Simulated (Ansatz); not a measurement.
Geometry optimisation, DFT PBE, scalar-relativistic, plane waves, PAW in Ansatz.

The input (input.yaml):

```yaml
crystal:
  lattice:
    - [5.727565, 0.0, 0.0]
    - [2.863782, 4.960217, 0.0]
    - [0.0, 0.0, 17.676537]
  atoms:
    - { symbol: Al, position: [0.1666667, 0.1666667, 0.0565722] }
    - { symbol: Al, position: [0.6666667, 0.1666667, 0.0565722] }
    - { symbol: Al, position: [0.1666667, 0.6666667, 0.0565722] }
    - { symbol: Al, position: [0.6666667, 0.6666667, 0.0565722] }
    - { symbol: Al, position: [-0.1666667, 0.3333333, 0.1888531] }
    - { symbol: Al, position: [0.3333333, 0.3333333, 0.1888531] }
    - { symbol: Al, position: [-0.1666667, 0.8333333, 0.1888531] }
    - { symbol: Al, position: [0.3333333, 0.8333333, 0.1888531] }
    - { symbol: Al, position: [0.0, 0.0, 0.321134] }
    - { symbol: Al, position: [0.5, 0.0, 0.321134] }
    - { symbol: Al, position: [0.0, 0.5, 0.321134] }
    - { symbol: Al, position: [0.5, 0.5, 0.321134] }
    - { symbol: C, position: [0.7384281, 0.750253, 0.4037294] }
    - { symbol: H, position: [0.7288348, 0.75773, 0.4659588] }
basis:
  ecutwfc: 420.0
kpoints:
  mp_grid: { grid: [3, 3, 1] }
hamiltonian:
  xc: pbe
scf:
  occupations: { method: fermi_dirac, width: 0.15 }
  lower_state_search: "off"
relax:
  f_tol: 0.03
  max_steps: 60
  adjacent_minimum: "off"
  constraints: [{ sites: [0, 1, 2, 3] }]
```

Launched with:

```bash
$ ansatz run input.yaml --threads 1 --pin off --max-ram 3072MiB --backend cpu --events-out ev --progress --plain --runs-dir out
```

Problem. Where does it end, and by what steps?

Solution. The forces met the threshold. Limits of this set-up: coarse k mesh, thin slab, slab without dipole correction, odd electron count without spin. After 7 steps the energy has fallen by 1.311 eV; C13 moved furthest, 0.90 Å. Joined: Al12–C13.

| step | energy less start (eV) | largest force component (eV/Å) | accepted |
| --- | --- | --- | --- |
| 0 | 0.0000 | 2.609 | yes |
| 1 | -0.5252 | 1.500 | yes |
| 2 | -0.8040 | 0.473 | yes |
| 3 | -0.9783 | 0.573 | yes |
| 4 | -1.1312 | 0.491 | yes |
| 5 | -1.2693 | 0.296 | yes |
| 6 | -1.3100 | 0.052 | yes |
| 7 | -1.3112 | 0.018 | yes |

```xyz
14
Lattice="5.7276 0.0000 0.0000 2.8638 4.9602 0.0000 0.0000 0.0000 17.6765" Properties=species:S:1:pos:R:3
Al 1.432 0.827 1.000
Al 4.296 0.827 1.000
Al 2.864 3.307 1.000
Al 5.728 3.307 1.000
Al 0.000 1.651 3.324
Al 2.863 1.653 3.320
Al 1.437 4.137 3.325
Al 4.293 4.135 3.325
Al 0.003 0.002 5.570
Al 2.866 0.093 5.740
Al 1.513 2.436 5.740
Al 4.218 2.436 5.741
C 5.729 3.308 6.671
H 5.733 3.310 7.771
```

Whether the end is a true minimum wasn't checked by a vibrational analysis.

The run took 56 s on 1 thread of Arm Neoverse V1 (shared host), peak memory 0.53 GiB.
